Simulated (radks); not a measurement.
Results of a calculation; reference values are marked as such.
All-electron atom: Bi8+ in [Xe] 4f14 5d(3/2: 4, 5/2: 3). Code: a radial shooting solver on a logarithmic mesh with Libxc functionals. Model: Dirac Kohn-Sham, BLYP, spin-unpolarised, spherical densities, finite nucleus; Fermi nuclear charge, rms radius 5.5211 fm.

Normalised radial functions P(r) = r R(r) (large component), r in bohr:

```
   r/bohr * 4f7/2 (the largest magnitude, 1.52, reaches the edge; | marks zero)
  0.00092 *
 0.001208 *
 0.001598 *
 0.002097 *
 0.002775 *
 0.003642 *
 0.004819 *
 0.006326 *
  0.00837 *
  0.01099 *
  0.01454 *
  0.01908 *
  0.02525 *
  0.03314 *
  0.04384 |*
  0.05755 |  *
  0.07614 |     *
  0.09995 |          *
   0.1322 |                    *
   0.1736 |                                *
   0.2297 |                                             *
   0.3015 |                                                      *
   0.3989 |                                                      *
   0.5236 |                                            *
   0.6927 |                            *
   0.9093 |              *
    1.203 |     *
    1.579 |*
    2.089 *
    2.743 *
    3.629 *
```

4f7/2: eigenvalue -266.84 eV, 0 radial nodes, <r> = 0.442 bohr, 90 % of the charge inside 0.699 bohr.
